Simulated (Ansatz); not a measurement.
Reaction (formal exchange of groups at a Ge–N bond): `S=C=[N][GeH3]` + `N=CF` → `N=[C](F)[GeH3]` + `N=C=S`

Gas-phase electronic energies from Ansatz, PBE0-D4/def2-TZVP geometries. CBS: MP2 limit from def2 TZ/QZ plus the TZ coupled-cluster correction, frozen cores. This one scheme is used for every species. Functionals use def2-TZVPP. B3LYP here is the variant with VWN-RPA as its local correlation; programs differ in this. HSE06 is defined as in plane-wave codes. For Ge outer-core shells are correlated without core-valence functions, which leaves a few kJ/mol of doubt a bond. Scalar relativity is left out up to krypton. One conformer a species, not always the lowest.

| level | ΔE (kcal/mol) | difference from CCSD(T)/CBS |
| --- | --- | --- |
| LDA (SPW92) | 11.5 | -4.8 |
| PBE-D4 | 12.6 | -3.7 |
| revPBE-D4 | 12.9 | -3.4 |
| BLYP-D4 | 13.7 | -2.6 |
| r2SCAN-D4 | 14.3 | -2.0 |
| B97M-V | 15.9 | -0.4 |
| PBE0-D4 | 15.2 | -1.1 |
| B3LYP-D4 | 15.7 | -0.6 |
| r2SCANh-D4 | 15.1 | -1.2 |
| r2SCAN0-D4 | 16.3 | 0.0 |
| HSE06-D4 | 15.2 | -1.1 |
| BHLYP-D4 | 18.8 | 2.5 |
| ωB97X-V | 16.3 | 0.0 |
| ωB97M-V | 15.6 | -0.7 |
| B2PLYP | 16.9 | 0.6 |
| PBE-QIDH | 17.6 | 1.3 |
| PBE | 12.6 | -3.7 |
| revPBE | 13.0 | -3.3 |
| BLYP | 13.9 | -2.4 |
| r2SCAN | 14.3 | -2.0 |
| PBE0 | 15.2 | -1.1 |
| B3LYP | 15.8 | -0.5 |
| r2SCANh | 15.1 | -1.2 |
| r2SCAN0 | 16.2 | -0.1 |
| LC-ωPBE | 16.3 | 0.0 |
| RPA@PBE/def2-TZVPP | 16.2 | -0.1 |
| HF/def2-SVP | 24.3 | 8.0 |
| MP2/def2-SVP | 19.5 | 3.2 |
| CCSD(T)/def2-SVP | 18.2 | 1.9 |
| HF/def2-TZVPP | 23.6 | 7.3 |
| MP2/def2-TZVPP | 18.2 | 1.9 |
| SCS-MP2/def2-TZVPP | 19.0 | 2.7 |
| CCSD/def2-TZVPP | 18.1 | 1.8 |
| CCSD(T)/def2-TZVPP | 17.0 | 0.7 |
| HF/def2-QZVPP | 23.8 | 7.5 |
| MP2/def2-QZVPP | 17.9 | 1.6 |
| SCS-MP2/def2-QZVPP | 18.8 | 2.5 |
| HF/CBS(def2) | 23.8 | 7.5 |
| MP2/CBS(def2) | 17.6 | 1.3 |
| CCSD/CBS(def2) | 17.4 | 1.1 |
| CCSD(T)/CBS | 16.3 | 0 |

Largest T1 diagnostic among the species: 0.019.

From r2SCAN to r2SCAN0 (25 % exact exchange), in def2-TZVPP and without D4, ΔE moves by +2.0 kcal/mol. In def2-TZVPP, CCSD(T) changes the Hartree–Fock value by −6.6 kcal/mol (the triples alone add −1.1 kcal/mol) and MP2 by −5.4 kcal/mol. Leaving LDA and LC-ωPBE aside and taking each functional with its dispersion term where it has one, the values spread over 6.2 kcal/mol, from PBE-D4 to BHLYP-D4. LDA lies −1.1 kcal/mol from PBE without D4.
